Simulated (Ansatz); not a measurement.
Geometry optimisation, RKS BLYP/6-31G (Ansatz).

Input file:

```yaml
crystal:
  periodic: [false, false, false]
  atoms:
    - { symbol: C, position_ang: [-0.9007, -1.8338, 0.5787] }
    - { symbol: O, position_ang: [0.0034, -1.5405, -0.4493] }
    - { symbol: Si, position_ang: [0.5271, 0.003, -0.7147] }
    - { symbol: "N", position_ang: [1.8197, 0.239, 0.4956] }
    - { symbol: F, position_ang: [1.4062, -0.0093, -2.0797] }
    - { symbol: C, position_ang: [-0.6837, 1.3842, -0.7869] }
    - { symbol: S, position_ang: [-1.3179, 1.7956, 0.8606] }
    - { symbol: H, position_ang: [-1.0637, -2.8541, 0.6193] }
    - { symbol: H, position_ang: [-1.9096, -1.3142, 0.3638] }
    - { symbol: H, position_ang: [-0.5982, -1.4473, 1.572] }
    - { symbol: H, position_ang: [1.41173, 0.59398, 1.26934] }
    - { symbol: H, position_ang: [2.43704, 0.90825, 0.08529] }
    - { symbol: H, position_ang: [-1.5697, 1.1265, -1.4523] }
    - { symbol: H, position_ang: [-0.2497, 2.2832, -1.1813] }
    - { symbol: H, position_ang: [-0.1577, 1.9406, 1.4702] }
basis:
  gaussian: { orbitals: "6-31G" }
hamiltonian:
  xc: blyp
relax:
  f_tol: 0.015
  max_steps: 40
```

Launched with:

```bash
$ ansatz run input.yaml --threads 1 --pin off --max-ram 2048MiB --backend cpu --events-out ev --progress --plain --runs-dir out
```

**Question.** Where does it end, and by what steps?

**Answer.** It converged. Limits of this set-up: no polarisation functions. After 26 steps the energy has fallen by 1.849 eV; H10 moved furthest, 1.39 Å.

```
step  energy less start (eV)  largest force component (eV/Å)  accepted
   0                  0.0000                           4.516       yes
   1                 -1.1651                           1.289       yes
   2                 -1.4403                           1.414       yes
   3                 -1.5598                           0.833       yes
   4                 -1.6088                           0.355       yes
   5                 -1.6150                           0.294       yes
   6                 -1.6461                           0.123       yes
   7                 -1.6580                           0.198       yes
   8                 -1.6685                           0.587       yes
   9                 -1.6931                           0.438       yes
  10                 -1.7235                           0.523       yes
  11                 -1.7492                           0.631       yes
  12                 -1.7986                           0.271       yes
  13                 -1.7862                           0.683        no
  14                 -1.8148                           0.085       yes
  15                 -1.8218                           0.188       yes
  16                 -1.8266                           0.237       yes
  17                 -1.8311                           0.157       yes
  18                 -1.8396                           0.110       yes
  19                 -1.8420                           0.229       yes
  20                 -1.8449                           0.142       yes
  21                 -1.8460                           0.283       yes
  22                 -1.8477                           0.058       yes
  23                 -1.8481                           0.066       yes
  24                 -1.8487                           0.029       yes
  25                 -1.8489                           0.021       yes
  26                 -1.8489                           0.009       yes
```

```xyz
15
Properties=species:S:1:pos:R:3
C -1.122 -2.037 0.526
O 0.042 -1.157 0.734
Si 0.565 0.060 -0.370
N 1.977 0.728 0.410
F 0.891 -0.712 -1.876
C -0.664 1.453 -0.813
S -1.351 2.377 0.737
H -1.004 -2.645 -0.388
H -2.055 -1.449 0.465
H -1.169 -2.698 1.401
H 2.493 0.187 1.099
H 2.449 1.568 0.086
H -1.552 1.056 -1.326
H -0.192 2.186 -1.486
H -0.153 2.357 1.451
```

Whether the end is a true minimum wasn't checked by a vibrational analysis.

Time of the run: 4.1 min on 1 thread of Intel(R) Xeon(R) Processor @ 2.70GHz, on a shared host, peak memory 0.23 GiB.
